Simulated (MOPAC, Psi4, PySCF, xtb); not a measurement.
Torsional profile of SMILES c12cccc(c1cccc2)-c1[se]ccc1. Scanned: dihedral Se3–C4–C5–C6; all other coordinates were relaxed at GFN2-xTB. Points at φ and −φ are mirror images. Heavy atoms are numbered in the order of the SMILES c1c[se]c(-c2cccc3ccccc23)c1, hydrogens after them in the order of the atoms that carry them; the mirror image has the same energies with the sign of each dihedral reversed.

Levels: RKS-B3LYP/6-31G* = restricted B3LYP/6-31G*, spherical d, density fitting // GFN2-xTB (PySCF); PM3, restricted, heats of formation // GFN2-xTB (MOPAC); GFN1-xTB // GFN2-xTB (xtb); PBE-D3(BJ)/def2-SVP // GFN2-xTB (Psi4).

Energies relative to the lowest point of each profile, in kcal/mol; the last columns give the difference from PBE-D3(BJ):

```tsv
φ / °	RKS-B3LYP/6-31G*	PM3	GFN1-xTB	PBE-D3(BJ)/def2-SVP	RKS-B3LYP/6-31G* − PBE-D3(BJ)/def2-SVP	PM3 − PBE-D3(BJ)/def2-SVP	GFN1-xTB − PBE-D3(BJ)/def2-SVP
-150	2.2	0.4	0.8	1.0	1.2	-0.6	-0.3
-120	0.5	0.0	0.2	0.1	0.4	-0.1	0.1
-90	0.7	0.8	1.0	0.9	-0.2	-0.1	0.1
-60	0.0	0.7	0.0	0.0	0.0	0.7	0.0
-30	0.8	0.8	0.1	0.4	0.4	0.5	-0.3
0	5.6	3.3	3.8	4.6	1.0	-1.3	-0.7
30	0.8	0.8	0.1	0.4	0.4	0.5	-0.3
60	0.0	0.7	0.0	0.0	0.0	0.7	0.0
90	0.7	0.8	1.0	0.9	-0.2	-0.1	0.1
120	0.5	0.0	0.2	0.1	0.4	-0.1	0.1
150	2.2	0.4	0.8	1.0	1.2	-0.6	-0.3
180	5.9	1.9	3.1	4.0	1.9	-2.1	-0.9
```

RKS-B3LYP/6-31G* is furthest from PBE-D3(BJ)/def2-SVP at 180 (1.9 kcal/mol, above); its mean absolute difference over the points is 0.6 kcal/mol.

PM3 is furthest from PBE-D3(BJ)/def2-SVP at 180 (-2.1 kcal/mol, below); its mean absolute difference over the points is 0.6 kcal/mol.

GFN1-xTB is furthest from PBE-D3(BJ)/def2-SVP at 180 (-0.9 kcal/mol, below); its mean absolute difference over the points is 0.3 kcal/mol.
